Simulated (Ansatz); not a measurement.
thiadiazoloquinoxaline (C8H4N4S), SMILES c1cnc2cc3nsnc3cc2n1. Atoms are numbered in the order given.

```xyz
17

C      0.0000    -0.7195    -3.5285
C      0.0000     0.7195    -3.5285
N      0.0000     1.4175    -2.4366
C      0.0000     0.7270    -1.2515
C      0.0000     1.4439    -0.0613
C      0.0000     0.7284     1.1473
N      0.0000     1.2494     2.3856
S      0.0000     0.0000     3.4091
N      0.0000    -1.2494     2.3856
C      0.0000    -0.7284     1.1473
C      0.0000    -1.4439    -0.0613
C      0.0000    -0.7270    -1.2515
N      0.0000    -1.4175    -2.4366
H      0.0000    -1.2593    -4.4838
H      0.0000     1.2593    -4.4838
H      0.0000     2.5334    -0.0831
H      0.0000    -2.5334    -0.0831
```

Geometry optimised at PBE0-D3(BJ)/def2-SVP.

Two levels are set side by side: PBE-D3(BJ)/def2-SVP (Ansatz, an electronic-structure program) and PBE0-D3(BJ)/def2-SVP (Ansatz). Each level has its own optimised geometry; the coordinates shown are those of the second. Differences are taken from unrounded values.

```csv
quantity,PBE0-D3(BJ)
mean bond length (Å),1.345
bond C1–C2 (Å),1.439
bond C1–N13 (Å),1.296
bond C2–N3 (Å),1.296
bond N3–C4 (Å),1.372
bond C4–C5 (Å),1.389
bond C4–C12 (Å),1.454
bond C5–C6 (Å),1.404
bond C6–N7 (Å),1.343
bond C6–C10 (Å),1.457
bond N7–S8 (Å),1.615
bond S8–N9 (Å),1.615
bond N9–C10 (Å),1.343
bond C10–C11 (Å),1.404
bond C11–C12 (Å),1.389
bond C12–N13 (Å),1.372
bond C1–H14 (Å),1.097
```

Q: What does PBE-D3(BJ) give, and how far is it from PBE0-D3(BJ)? (An estimate is asked for; the answer gives what the named calculation found.)

A: 
```csv
quantity,PBE-D3(BJ),PBE-D3(BJ) minus PBE0-D3(BJ)
mean bond length (Å),1.358,0.012
bond C1–C2 (Å),1.442,0.003
bond C1–N13 (Å),1.313,0.017
bond C2–N3 (Å),1.313,0.017
bond N3–C4 (Å),1.378,0.007
bond C4–C5 (Å),1.403,0.013
bond C4–C12 (Å),1.466,0.012
bond C5–C6 (Å),1.411,0.007
bond C6–N7 (Å),1.357,0.014
bond C6–C10 (Å),1.472,0.015
bond N7–S8 (Å),1.643,0.028
bond S8–N9 (Å),1.643,0.028
bond N9–C10 (Å),1.357,0.014
bond C10–C11 (Å),1.411,0.007
bond C11–C12 (Å),1.403,0.013
bond C12–N13 (Å),1.378,0.007
bond C1–H14 (Å),1.106,0.009
```

GGA bonds tend to be longer and softer than those of functionals with exact exchange. Differences between two approximate levels are no errors against the true value.
